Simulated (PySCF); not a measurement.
# How methods differ on the fine-structure interval of Bi⁶⁴⁺

Bi⁶⁴⁺ [Ar] 3d1 [3d3/2^1, M_J = 3/2] → Bi⁶⁴⁺ [Ar] 3d1 [3d5/2^1, M_J = 5/2], as a difference of total energies. All numbers are calculated (PySCF 2.14, the two-component X2C-1e Hamiltonian, in an even-tempered Gaussian basis (15 s from 21 bohr⁻², ratio 2.8; 12 p from 28 bohr⁻², ratio 2.8; 8 d from 28 bohr⁻², ratio 2.8; 3 f from 84 bohr⁻², ratio 3)). Correlated levels: [Ne] frozen; the 70 highest virtual spinors dropped. "Screened" scales the spin-orbit matrix elements by Boettger's factors to mimic the two-electron term; Breit and QED terms are absent.

```json
{"method": "GHF (screened spin-orbit)", "fine-structure interval (cm⁻¹)": "1073500"}
{"method": "GMP2 (screened spin-orbit)", "fine-structure interval (cm⁻¹)": "1074400"}
{"method": "GHF (bare spin-orbit)", "fine-structure interval (cm⁻¹)": "1222500"}
```
